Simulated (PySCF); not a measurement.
# Dipole moment and polarisability of `C#C/C=C(/CCl)CC#N`

C7H6ClN.
SMILES with atom numbers: `[CH:1]#[C:2]/[CH:3]=[C:4](/[CH2:5][Cl:6])[CH2:7][C:8]#[N:9]` (hydrogens: H10 on C1; H11 on C3; H12, H13 on C5; H14, H15 on C7)

Structure used (GFN2-xTB), in Å, numbered top down from 1:
```xyz
15
C7H6ClN angstrom
C      3.192    0.104    0.187
C      2.079   -0.237    0.487
C      0.782   -0.646    0.850
C     -0.325   -0.313    0.178
C     -1.675   -0.771    0.606
Cl    -2.271   -2.038   -0.536
C     -0.291    0.538   -1.066
C     -0.849    1.837   -0.775
N     -1.304    2.852   -0.515
H      4.166    0.399   -0.067
H      0.721   -1.265    1.736
H     -2.406    0.039    0.568
H     -1.664   -1.226    1.596
H     -0.895    0.073   -1.851
H      0.735    0.662   -1.420
```

Level: PBE0/def2-SVPD (PySCF), static field, nuclei fixed, core orbitals frozen in the response. The polarisability tensor in these axes (au):

```
x   136.79   6.84   7.45
y     6.84  94.21  -1.91
z     7.45  -1.91  77.47
```

**Question.** Diagonalise the tensor; give its mean and Δα, where Δα² is half the sum of the squared differences of the eigenvalues.

**Answer.** Principal values 76.12, 93.67 and 138.69 au; mean 102.83 au = 15.24 Å³ = 16.95 × 10⁻⁴⁰ C²·m²/J; Δα = 55.89 au (54 % of the mean).

**Question.** What is the dipole moment, and where does it point?

**Answer.** (2.18, -2.22, 0.49) D, 3.15 D in size, pointing from the negative to the positive side. Measured along this direction, the outermost atoms are N9 at the negative end and H10 at the positive end.

**Question.** Refractivity n − 1 of an ideal gas of it at 350 K and 1 atm, from the electronic α?

**Answer.** N = p/kT = 2.0968 × 10¹⁹ cm⁻³, so n − 1 = 2π × N × 15.24 × 10⁻²⁴ cm³ = 2007 × 10⁻⁶ at long wavelengths.

**Question.** Find the Langevin capture rate constant for NH4+ (18.034 u) meeting this molecule (139.019 u), k = 2.342 × 10⁻⁹ cm³/s × √(α in Å³ / reduced mass in u).

**Answer.** The reduced mass is 15.96 u, so k = 2.29 × 10⁻⁹ cm³/s. The formula leaves out the permanent dipole, which adds to the capture rate.

**Question.** Molar refractivity from α?

**Answer.** Lorentz–Lorenz: R = (4π/3)N_A α = 2.5225 cm³/(mol·Å³) × 15.24 Å³ = 38.4 cm³/mol, in the limit of long wavelengths.

**Question.** Along which axes do the principal values lie, and how far do the nuclei extend along each?

**Answer.** Largest value along (0.98, 0.15, 0.12), where the nuclei span 6.73 Å; middle along (-0.13, 0.98, -0.17), 4.66 Å; least along (-0.14, 0.16, 0.98), 3.28 Å. The response follows the extents in order.

One conformer (not necessarily the lowest) at the GFN2-xTB geometry, without solvent, vibrations or thermal averaging.
